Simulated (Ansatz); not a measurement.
BeH4Si (SMILES [BeH][SiH3]) moved off its minimum; all values from Ansatz (a quantum-chemistry and plane-wave program), cores frozen in correlated methods.
(charge 0, multiplicity 1)
```xyz
6

Be    -1.51189    -0.86862    -0.27509
H     -2.72610    -1.43562    -0.39700
Si     0.61454     0.18556     0.07207
H      1.01648     0.00394     1.38349
H      0.38115     1.68987    -0.08140
H      1.38619    -0.12697    -0.94455
```

```csv
level,largest force (eV/Å),on atom,rms difference from CCSD(T)/aug-cc-pV(T+d)Z (eV/Å),dipole (D)
HF/def2-TZVPP,5.82,Si3,0.074,0.63
PBE/def2-TZVPP,5.63,Si3,0.098,0.48
r2SCAN/def2-TZVPP,5.66,Si3,0.028,0.51
B3LYP/def2-TZVPP,5.61,Si3,0.031,0.54
wB97M-V/def2-TZVPP,5.67,Si3,0.051,0.57
MP2/aug-cc-pV(T+d)Z,5.70,Si3,0.046,0.57
CCSD(T)/aug-cc-pV(T+d)Z,5.67,Si3,0.000,0.55
```

The differences count from one level among others, with limits of its own. Forces at CCSD(T)/aug-cc-pV(T+d)Z (eV/Å):

```
atom      Fx      Fy      Fz
----  ------  ------  ------
Be1    0.995   0.516   0.309
H2     0.128   0.047  -0.046
Si3   -5.339   1.765   0.740
H4     1.084  -0.499   1.933
H5     0.072  -0.561   0.112
H6     3.059  -1.268  -3.048
```
